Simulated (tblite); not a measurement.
C₉H₁₃P.
Atom-mapped SMILES: `[CH3:1][C:2]#[C:3][P:4]1[CH:5]=[C:6]([CH2:7][CH3:8])[CH2:9][CH2:10]1` (hydrogens: H11, H12, H13 on C1; H14 on C5; H15, H16 on C7; H17, H18, H19 on C8; H20, H21 on C9; H22, H23 on C10)

Computed geometry: GFN2-xTB, gas phase.

(1) What internal coordinates does the optimisation give?

Answers

(1) 
| bond | length (bohr) | order |
| --- | --- | --- |
| C1–C2 | 2.734 | single |
| C2≡C3 | 2.277 | triple |
| C3–P4 | 3.350 | single |
| P4–C5 | 3.456 | single |
| C5=C6 | 2.512 | double |
| C6–C7 | 2.828 | single |
| C7–C8 | 2.890 | single |
| C6–C9 | 2.843 | single |
| C9–C10 | 2.889 | single |
| P4–C10 | 3.539 | single |
| C1–H11, C1–H12, C1–H13 | 2.060 | single |
| C5–H14 | 2.038 | single |
| C7–H15, C7–H16 | 2.065 | single |
| C8–H17, C8–H18, C8–H19 | 2.055 | single |
| C9–H20, C9–H21 | 2.066 | single |
| C10–H22, C10–H23 | 2.065 | single |

Bonds in one row agree within 0.02 bohr and their mean is given. Orders are formal, as drawn. A selection of angles:
| angle | degrees |
| --- | --- |
| C2–C1–H11 | 110.4 |
| H11–C1–H12 | 108.9 |
| C1–C2–C3 | 177.8 |
| C2–C3–P4 | 173.7 |
| C3–P4–C5 | 96.6 |
| C3–P4–C10 | 97.7 |
| C5–P4–C10 | 88.5 |
| P4–C5–C6 | 114.4 |
| P4–C5–H14 | 121.1 |
| C6–C5–H14 | 124.5 |
| C5–C6–C7 | 125.2 |
| C5–C6–C9 | 115.4 |
| C7–C6–C9 | 119.4 |
| C6–C7–C8 | 111.5 |
| C6–C7–H15 | 109.3 |
| C8–C7–H15 | 109.1 |
| H15–C7–H16 | 108.1 |
| C7–C8–H17 | 110.1 |
| C7–C8–H19 | 110.8 |
| H17–C8–H18 | 108.7 |
| H18–C8–H19 | 108.4 |
| C6–C9–C10 | 107.5 |
| C6–C9–H20 | 111.4 |
| C6–C9–H21 | 108.5 |
| C10–C9–H20 | 111.6 |
| C10–C9–H21 | 110.0 |
| H20–C9–H21 | 107.8 |
| C9–C10–H22 | 113.0 |
| C9–C10–H23 | 110.4 |
| P4–C10–C9 | 107.3 |
| P4–C10–H22 | 111.0 |
| P4–C10–H23 | 107.1 |
| H22–C10–H23 | 107.9 |

Torsions: C3–P4–C5–C6 85° (synclinal); P4–C5–C6–C7 -179° (antiperiplanar); C5–C6–C7–C8 111° (anticlinal); C5–C6–C9–C10 19° (synperiplanar); C6–C9–C10–P4 -27° (synperiplanar); C3–P4–C10–C9 -74° (synclinal). The mirror-image conformer, all signs reversed, is as good.

The C–P distances run from 1.773 Å (C3–P4, drawn single) to 1.873 Å (P4–C10, drawn single), a spread of 0.100 Å. Of the pairs four or more bonds apart, C9···H19 is among the closest relative to their van der Waals radii: 2.90 Å, 100 % of the sum of Bondi's values. P4 (phosphine phosphorus) is pyramidal (angles 97.7°, 96.6° and 88.5°, sum 282.9°, 0.97 Å off the plane of its three neighbours). The C–C distances run from 1.205 Å (C2≡C3, drawn triple) to 1.530 Å (C7–C8, drawn single), a spread of 0.325 Å. The 5-membered ring P4–C5–C6–C9–C10 has internal angles of 88.5° to 115.4°; it is puckered, 0.13 Å rms from its mean plane, widest ring torsion 27°.

Point group: C1 (no symmetry element, even within 0.4 Å). Its GFN2-xTB frequencies are all real (lowest 31 cm⁻¹). One conformer, not necessarily the lowest. 3 starts were optimised and ended at 0.00, 0.35 and 0.88 kcal/mol (GFN2-xTB); the lowest of these is shown.
